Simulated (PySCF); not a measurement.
Molecule: SMILES Cl/C=C/B(Cl)Cl, C$_{2}$H$_{2}$BCl$_{3}$.

Geometry:
| atom | x (Å) | y (Å) | z (Å) |
| --- | --- | --- | --- |
| Cl1 | 2.668 | 0.209 | -0.464 |
| C2 | 0.980 | 0.457 | -0.322 |
| C3 | 0.085 | -0.526 | -0.136 |
| B4 | -1.419 | -0.228 | -0.019 |
| Cl5 | -2.052 | 1.411 | -0.101 |
| Cl6 | -2.556 | -1.544 | 0.203 |
| H7 | 0.690 | 1.509 | -0.399 |
| H8 | 0.441 | -1.558 | -0.068 |

Geometry PBE0-D3(BJ)/def2-SVP throughout; GIAO in PySCF, gas phase, one conformer, non-relativistic; equivalent atoms averaged; basis pcSseg-2.

(1) How do the absolute shieldings σ depend on the functional? (ppm; last column core-seconds on 1 thread of an Arm Neoverse N1, shared host; the GGAs took longer than the global hybrids here, which isn't the general rule, and the cause wasn't traced)

(2) Which nucleus moves most, in ppm?

Results:

(1) 
| functional | kind | Cl1 | Cl5/Cl6 | C2 | C3 | B4 | H7 | H8 | core-s |
| --- | --- | --- | --- | --- | --- | --- | --- | --- | --- |
| HF | Hartree–Fock | 742.2 | 800.2 | 20.2 | 55.6 | 59.3 | 23.74 | 25.24 | 39 |
| LDA | LDA | 570.1 | 639.4 | 5.0 | 31.3 | 36.4 | 22.80 | 23.95 | 52 |
| PBE | GGA | 594.5 | 667.0 | 10.6 | 36.6 | 40.2 | 23.26 | 24.49 | 63 |
| BLYP | GGA | 582.8 | 663.5 | 5.7 | 32.4 | 36.6 | 23.47 | 24.79 | 59 |
| BP86 | GGA | 594.0 | 668.5 | 10.6 | 37.0 | 41.0 | 23.33 | 24.59 | 63 |
| OPBE | GGA | 625.2 | 696.2 | 21.6 | 47.5 | 49.5 | 23.29 | 24.49 | 65 |
| KT2 | GGA | 627.1 | 696.1 | 23.2 | 47.9 | 49.9 | 23.39 | 24.71 | 63 |
| KT3 | GGA | 633.3 | 708.6 | 23.9 | 49.1 | 50.5 | 23.58 | 24.90 | 63 |
| B97-D | GGA | 607.3 | 693.1 | 15.1 | 42.3 | 45.8 | 23.54 | 24.87 | 63 |
| B3LYP | global hybrid | 622.2 | 695.2 | 7.5 | 36.4 | 40.3 | 23.48 | 24.81 | 58 |

(2) Cl1 (chlorine bonded to C): from 570.1 ppm with LDA to 742.2 ppm with HF. The smallest spread is 0.94 ppm, at H7. Proton shifts span only some 12 ppm, so a few tenths of a ppm matter as much there as several ppm in carbon.
